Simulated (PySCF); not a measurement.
PySCF job for CH7AlO2Si, SMILES C[SiH2][Al]([OH])[OH], PBE-D3(BJ)/def2-SVP. Coordinates come from a PBE-D3(BJ)/def2-SVP optimisation. The structure was generated by enumeration; whether it is a known compound was not checked. Other conformers were not sampled.

```python
import numpy as np
from pyscf import gto, scf, dft, df
from pyscf.hessian import thermo

mol = gto.M(
    atom='''
    Si   -0.75704814   -1.32759928    0.00000000
    C     0.68125227   -2.57109305    0.00000000
    Al    0.03659779    0.97377294    0.00000000
    O     1.74390090    1.20483423    0.00000000
    O    -1.10989261    2.25693263   -0.00000000
    H    -1.63589018   -1.56610448   -1.20621556
    H    -1.63589019   -1.56610448    1.20621555
    H     1.31903530   -2.42764328    0.89485628
    H     0.30571454   -3.61405989    0.00000000
    H     1.31903531   -2.42764328   -0.89485628
    H     2.21148977    2.05403985    0.00000000
    H    -0.92017185    3.20728068   -0.00000000
    ''',
    basis='def2-SVP',
    charge=0,
    spin=0,
    max_memory=1600,
    verbose=3,
)
mf = dft.RKS(mol, xc='pbe').density_fit(auxbasis='def2-universal-jkfit')
mf.disp = 'd3bj'
mf.grids.level = 3
mf.conv_tol = 1e-11
mf.max_cycle = 100
mf.kernel()

# [left out here: the lines that compute and print the analytic Hessian (its translational invariance restored by hand, since the grid's response is missing), thermochemistry and intensities]
```

Log of the run:

```
converged SCF energy = -723.983220089791

WARN: DFTD3 does not support analytical Hessian, using finite difference


WARN: Mole.unit (angstrom) is changed to Bohr

Mode                                 0                   1                   2
Irrep
Freq [cm^-1]                       15.5143             75.8530            137.7615
Reduced mass [au]                   2.8366              3.9094              1.2258
Force const [Dyne/A]                0.0004              0.0133              0.0137
Char temp [K]                      22.3216            109.1356            198.2082
Normal mode                   x     y     z       x     y     z       x     y     z
       0  Si                 0.00  0.00  0.07    0.02  0.01 -0.00    0.00 -0.00 -0.03
       1   C                -0.00 -0.00 -0.14   -0.10 -0.12  0.00    0.00  0.00  0.03
       2  Al                 0.00  0.00  0.01    0.05  0.01 -0.00   -0.00  0.00 -0.06
       3   O                 0.00  0.00  0.09    0.03  0.14  0.00   -0.00 -0.00  0.04
       4   O                -0.00 -0.00 -0.11   -0.04 -0.07  0.00    0.00  0.00  0.05
       5   H                -0.17  0.02  0.20   -0.00  0.08  0.00   -0.05 -0.10  0.03
       6   H                 0.17 -0.02  0.20   -0.00  0.08 -0.00    0.05  0.10  0.03
       7   H                 0.13  0.01 -0.23   -0.08 -0.19  0.00    0.26  0.34 -0.21
       8   H                -0.00 -0.00 -0.08   -0.21 -0.08  0.00    0.00  0.00  0.53
       9   H                -0.13 -0.01 -0.23   -0.08 -0.19 -0.00   -0.26 -0.34 -0.21
      10   H                -0.00  0.00  0.08   -0.04  0.18  0.00    0.00 -0.00  0.13
      11   H                -0.00 -0.00 -0.13   -0.11 -0.06  0.00    0.00  0.00  0.14
Mode                                 3                   4                   5
Irrep
Freq [cm^-1]                      181.5687            200.9167            218.9196
Reduced mass [au]                   5.0750              2.4025              4.2986
Force const [Dyne/A]                0.0986              0.0571              0.1214
Char temp [K]                     261.2370            289.0743            314.9766
Normal mode                   x     y     z       x     y     z       x     y     z
       0  Si                 0.06 -0.04  0.00    0.00 -0.00  0.02    0.07  0.06  0.00
       1   C                -0.00 -0.12 -0.00   -0.00 -0.00  0.00   -0.02 -0.04 -0.00
       2  Al                -0.06  0.03  0.00   -0.00  0.00 -0.13   -0.01  0.05 -0.00
       3   O                -0.06  0.01 -0.00   -0.00  0.00  0.06    0.01 -0.13  0.00
       4   O                 0.05  0.14 -0.00    0.00  0.00  0.07   -0.10 -0.03  0.00
       5   H                 0.05 -0.05  0.01   -0.14 -0.12  0.15    0.05  0.07  0.01
       6   H                 0.05 -0.05 -0.01    0.14  0.12  0.15    0.05  0.07 -0.01
       7   H                 0.01 -0.18  0.00   -0.15 -0.16  0.14   -0.00 -0.10  0.00
       8   H                -0.11 -0.09 -0.00   -0.00 -0.00 -0.25   -0.12  0.00 -0.00
       9   H                 0.01 -0.18 -0.00    0.15  0.16  0.14   -0.00 -0.10 -0.00
      10   H                -0.06  0.01 -0.00   -0.00  0.00  0.21    0.18 -0.23  0.00
      11   H                 0.19  0.11 -0.00    0.00  0.00  0.20   -0.23  0.00  0.00
Mode                                 6                   7                   8
Irrep
Freq [cm^-1]                      263.9976            343.3218            376.9968
Reduced mass [au]                   1.0778              1.3134              5.4606
Force const [Dyne/A]                0.0443              0.0912              0.4573
Char temp [K]                     379.8338            493.9637            542.4144
Normal mode                   x     y     z       x     y     z       x     y     z
       0  Si                 0.00  0.00 -0.00   -0.00 -0.00 -0.02    0.06  0.10  0.00
       1   C                -0.00 -0.00 -0.00   -0.00 -0.00  0.01   -0.02  0.03 -0.00
       2  Al                -0.00  0.00 -0.00    0.00  0.00  0.05   -0.04 -0.10 -0.00
       3   O                 0.00 -0.00 -0.04    0.00  0.00 -0.08   -0.07  0.00 -0.00
       4   O                -0.00 -0.00  0.05   -0.00  0.00 -0.07    0.06 -0.04 -0.00
       5   H                -0.00 -0.00  0.00   -0.12 -0.06  0.09    0.04  0.14  0.00
       6   H                 0.00  0.00  0.00    0.12  0.06  0.09    0.04  0.14 -0.00
       7   H                -0.00  0.00 -0.00   -0.04  0.01  0.04   -0.01 -0.02  0.00
       8   H                -0.00 -0.00 -0.00   -0.00 -0.00  0.01   -0.11  0.06 -0.00
       9   H                 0.00 -0.00 -0.00    0.04 -0.01  0.04   -0.01 -0.02 -0.00
      10   H                 0.00 -0.00  0.61    0.00 -0.00  0.65   -0.18  0.06  0.00
      11   H                -0.00 -0.00 -0.74   -0.00  0.00  0.52    0.22 -0.07  0.00
Mode                                 9                  10                  11
Irrep
Freq [cm^-1]                      395.1558            478.0170            560.0339
[...]
Freq [cm^-1]                      887.4129            900.2651           1212.2760
Reduced mass [au]                   4.1664              1.2326              1.2278
Force const [Dyne/A]                1.9331              0.5886              1.0631
Char temp [K]                    1276.7895           1295.2810           1744.1953
Normal mode                   x     y     z       x     y     z       x     y     z
       0  Si                 0.01 -0.00 -0.00    0.03 -0.00 -0.00   -0.00  0.00 -0.00
       1   C                 0.01  0.01  0.00    0.01  0.02  0.00    0.10 -0.08  0.00
       2  Al                -0.11  0.04 -0.00    0.05 -0.02 -0.00    0.00 -0.00 -0.00
       3   O                 0.11  0.02  0.00   -0.04 -0.01  0.00   -0.00  0.00 -0.00
       4   O                 0.07 -0.09 -0.00   -0.03  0.04 -0.00   -0.00 -0.00  0.00
       5   H                -0.23  0.00  0.17   -0.49 -0.08  0.38    0.01 -0.01 -0.01
       6   H                -0.23  0.00 -0.17   -0.49 -0.08 -0.38    0.01 -0.01  0.01
       7   H                 0.01 -0.02  0.00    0.01 -0.03  0.01   -0.29  0.39  0.18
       8   H                -0.06  0.03  0.00   -0.09  0.05  0.00   -0.48  0.14 -0.00
       9   H                 0.01 -0.02 -0.00    0.01 -0.03 -0.01   -0.29  0.39 -0.18
      10   H                 0.13  0.01 -0.00   -0.04 -0.01  0.00   -0.00  0.00 -0.00
      11   H                 0.10 -0.10 -0.00   -0.05  0.05 -0.00    0.00 -0.00  0.00
Mode                                21                  22                  23
Irrep
Freq [cm^-1]                     1384.8788           1385.2963           2124.8714
Reduced mass [au]                   1.0487              1.0494              1.0309
Force const [Dyne/A]                1.1850              1.1866              2.7424
Char temp [K]                    1992.5322           1993.1330           3057.2169
Normal mode                   x     y     z       x     y     z       x     y     z
       0  Si                -0.00 -0.00 -0.00   -0.00 -0.00  0.00   -0.03 -0.01 -0.00
       1   C                -0.00 -0.00 -0.06   -0.04 -0.05  0.00    0.00 -0.00  0.00
       2  Al                 0.00  0.00 -0.00    0.00  0.00  0.00   -0.00  0.00 -0.00
       3   O                -0.00  0.00  0.00   -0.00  0.00 -0.00   -0.00 -0.00  0.00
       4   O                -0.00 -0.00  0.00   -0.00 -0.00  0.00    0.00 -0.00 -0.00
       5   H                -0.01  0.01  0.00    0.00  0.02 -0.01    0.40  0.10  0.56
       6   H                 0.01 -0.01  0.00    0.00  0.02  0.01    0.40  0.10 -0.56
       7   H                -0.03 -0.47  0.05    0.44  0.27 -0.38   -0.01  0.00  0.00
       8   H                -0.00  0.00  0.71   -0.35  0.08 -0.00   -0.00 -0.00 -0.00
       9   H                 0.03  0.47  0.06    0.44  0.27  0.38   -0.01  0.00 -0.00
      10   H                -0.00  0.00  0.00   -0.00  0.00 -0.00   -0.00 -0.00 -0.00
      11   H                 0.00 -0.00 -0.00    0.00 -0.00  0.00    0.00 -0.00 -0.00
Mode                                24                  25                  26
Irrep
Freq [cm^-1]                     2128.3527           2979.9129           3082.4105
Reduced mass [au]                   1.0495              1.0345              1.1036
Force const [Dyne/A]                2.8009              5.4121              6.1778
Char temp [K]                    3062.2256           4287.4311           4434.9025
Normal mode                   x     y     z       x     y     z       x     y     z
       0  Si                -0.00 -0.00  0.04    0.00 -0.00 -0.00   -0.00 -0.00 -0.00
       1   C                 0.00 -0.00  0.00   -0.03  0.03  0.00   -0.06 -0.07 -0.00
       2  Al                -0.00  0.00  0.00   -0.00 -0.00 -0.00   -0.00  0.00  0.00
       3   O                -0.00 -0.00 -0.00    0.00 -0.00 -0.00    0.00 -0.00  0.00
       4   O                 0.00 -0.00 -0.00    0.00  0.00  0.00    0.00  0.00 -0.00
       5   H                -0.41 -0.11 -0.54    0.00  0.00  0.00    0.00  0.00  0.00
       6   H                 0.41  0.11 -0.54    0.00  0.00 -0.00    0.00  0.00 -0.00
       7   H                 0.01 -0.00  0.00    0.31  0.08  0.45    0.23  0.04  0.34
       8   H                -0.00 -0.00  0.00   -0.22 -0.55 -0.00    0.25  0.71 -0.00
       9   H                -0.01  0.00  0.00    0.31  0.08 -0.45    0.23  0.04 -0.34
      10   H                -0.00 -0.00  0.00    0.00 -0.00 -0.00    0.00 -0.00  0.00
      11   H                 0.00 -0.00  0.00    0.00  0.00  0.00   -0.00 -0.00 -0.00
Mode                                27                  28                  29
Irrep
Freq [cm^-1]                     3083.8902           3813.3891           3818.9449
Reduced mass [au]                   1.1024              1.0680              1.0679
Force const [Dyne/A]                6.1769              9.1502              9.1760
Char temp [K]                    4437.0314           5486.6179           5494.6114
Normal mode                   x     y     z       x     y     z       x     y     z
       0  Si                 0.00  0.00 -0.00    0.00 -0.00  0.00    0.00  0.00  0.00
       1   C                 0.00  0.00 -0.09   -0.00 -0.00  0.00   -0.00 -0.00  0.00
       2  Al                 0.00 -0.00  0.00   -0.00  0.00 -0.00   -0.00  0.00 -0.00
       3   O                -0.00  0.00  0.00    0.03  0.05 -0.00   -0.01 -0.01  0.00
       4   O                -0.00 -0.00  0.00   -0.00 -0.01 -0.00   -0.01 -0.06 -0.00
       5   H                 0.00  0.00  0.00    0.00  0.00 -0.00   -0.00  0.00 -0.00
       6   H                -0.00 -0.00  0.00    0.00  0.00  0.00   -0.00  0.00  0.00
       7   H                 0.39  0.09  0.54   -0.00  0.00 -0.00    0.00 -0.00  0.00
       8   H                -0.00 -0.00 -0.02    0.00 -0.00  0.00    0.00  0.00  0.00
       9   H                -0.39 -0.09  0.54   -0.00  0.00  0.00    0.00 -0.00 -0.00
      10   H                -0.00  0.00 -0.00   -0.47 -0.81  0.00    0.11  0.20 -0.00
      11   H                 0.00  0.00 -0.00    0.04  0.22  0.00    0.17  0.92  0.00
temperature 298.1500 [K]
pressure 101325.00 [Pa]
Rotational constants [GHz] 4.62017 1.64141 1.23811
Symmetry number 1
Zero-point energy (ZPE) 0.07848 [Eh]   206048.775 [J/mol]
                           tot       elec      trans        rot        vib
Entropy [J/mol/K]       403.382      0.000    166.922    116.852    119.608
Cv [J/mol/K]            134.833      0.000     12.472     12.472    109.889
Cp [J/mol/K]            143.147      0.000     20.786     12.472    109.889
Internal energy [J/mol]                      3718.434   3718.434 223707.524
Internal energy [Eh]   -723.89518  -723.98322
Enthalpy [J/mol]                             6197.391   3718.434 223707.524
Enthalpy [Eh]          -723.89424
Gibbs free energy [J/mol]                  -43570.480 -31120.915 188046.282
Gibbs free energy [Eh] -723.94005
mode   freq/cm-1   IR/(km/mol)
   1       15.51         0.606
   2       75.85         0.687
   3      137.76         0.003
   4      181.57         3.728
   5      200.92         1.606
   6      218.92        25.831
   7      264.00         2.804
   8      343.32       237.113
   9      377.00        14.929
  10      395.16        30.713
  11      478.02       289.921
  12      560.03         1.793
  13      585.06         0.390
  14      644.65        16.894
  15      678.87        44.249
  16      779.90       210.119
  17      851.30        73.810
  18      858.94        28.022
  19      887.41        30.554
  20      900.27       102.841
  21     1212.28         4.878
  22     1384.88         6.343
  23     1385.30         2.751
  24     2124.87        84.036
  25     2128.35        98.806
  26     2979.91         5.016
  27     3082.41         2.188
  28     3083.89         2.033
  29     3813.39        37.187
  30     3818.94        64.788
max |gradient| / (hartree/bohr): 9.353833520279304e-05
APT charges: [ 0.6641 -0.3027  1.1555 -0.8083 -0.8263 -0.2403 -0.2403  0.0229  0.0012
  0.0229  0.275   0.2762]
```

The calculation finished and met its thresholds.
